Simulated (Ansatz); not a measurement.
Molecule: sum formula SrOH, net charge 0, doublet state. It need not be the lowest isomer of its formula. 
Geometry from a B3LYP-D3(BJ)/def2-TZVP (Ansatz, an electronic-structure program) optimisation:
```xyz
3

Sr     0.0000     0.0000    -0.4258
O      0.0000     0.0000     1.6917
H      0.0000     0.0000     2.6479
```
Charge 0, spin multiplicity 2.

Property: vertical electron affinity (to the singlet state of charge -1; a negative value means that the extra electron is unbound and the number depends on the basis; each state is the SCF solution reached for its spin; for the singlet the Hartree-Fock reference is unstable and T1 is 0.023), in eV. Cores are frozen in the correlated levels unless marked. UHF or UKS for open shells. Spin-orbit coupling is left out. The frozen core is the preceding noble-gas configuration, with the filled d and f shells of earlier blocks. The outer core of K, Ca and their heavier congeners is not correlated, a term that matters for these elements. In def2 rows, elements after Kr have scalar-relativistic effective core potentials. Anions need diffuse functions: def2-D sets add few. CBS marks a two-point X^-3 extrapolation of the correlation energy; Hartree-Fock from the larger set.

```
level                                 program  vertical electron affinity (eV)
------------------------------------  -------  -------------------------------
SVWN5/def2-TZVPD                       Ansatz                             0.81
PBE/def2-TZVPD                         Ansatz                             0.71
r2SCAN/def2-TZVPD                      Ansatz                             0.57
B3LYP/def2-TZVPD                       Ansatz                             0.72
PBE0/def2-TZVPD                        Ansatz                             0.67
BHLYP/def2-TZVPD                       Ansatz                             0.57
CAM-B3LYP/def2-TZVPD                   Ansatz                             0.65
wB97M-V/def2-TZVPD                     Ansatz                             0.67
wB97X-V/def2-TZVPD                     Ansatz                             0.60
wB97X/def2-TZVPD                       Ansatz                             0.84
CCSD/def2-SVPD                         Ansatz                             0.64
CCSD/def2-TZVPPD                       Ansatz                             0.67
CCSD/def2-QZVPPD                       Ansatz                             0.72
CCSD/CBS(def2-TZVPPD,def2-QZVPPD)      Ansatz                             0.68
CCSD(T)/def2-SVPD                      Ansatz                             0.66
CCSD(T)/def2-TZVPPD                    Ansatz                             0.69
CCSD(T)/def2-QZVPPD                    Ansatz                             0.74
CCSD(T)/CBS(def2-TZVPPD,def2-QZVPPD)   Ansatz                             0.71
```
